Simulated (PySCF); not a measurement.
## C₆ coefficients of unlike pairs at wB97X

Calculated with PySCF 2.14 from the dipole response of each species, C₆(A,B) = (3/π) ∫ α_A(iu) α_B(iu) du, in atomic units, from isotropic polarisabilities. For ions this is the dispersion term alone; charge-induced terms of lower order in 1/R come first.

```csv
species,configuration,basis,relativity,α (bohr³),C₆ (like pair)
Ar(2+),[Ne] 3s2 3p4 (3P),aug-cc-pV(T+d)Z (6s5p4d2f),none,4.767,16.68
Ne(2+),[He] 2s2 2p4 (3P),dyall-acv3z (15s9p4d2f),none,0.8577,1.086
Sn(2+),[Kr] 4d10 5s2 (1S),"aug-cc-pVTZ-PP with one added diffuse shell each of d, f type with ECP28MDF (6s5p5d3f)",core potential,15.37,79.80
In(2+),[Kr] 4d10 5s1 (2S),"x2c-TZVPPall with one added diffuse shell each of s, p, d, f type (9s7p5d3f)",spin-free X2C,14.29,67.93
```

Problem. Estimate C₆ for Ne(2+) with Ar(2+).

Solution. The integral gives 3.985. The combination rule 2 C_A C_B / (C_A α_B/α_A + C_B α_A/α_B) gives 4.008 and the geometric mean 4.255.

No spin-orbit coupling is included.

The other pairs:

| pair | C₆ |
| --- | --- |
| In(2+), Sn(2+) | 73.02 |
| In(2+), Ne(2+) | 7.529 |
| Sn(2+), Ne(2+) | 7.634 |
| In(2+), Ar(2+) | 32.49 |
| Sn(2+), Ar(2+) | 34.66 |
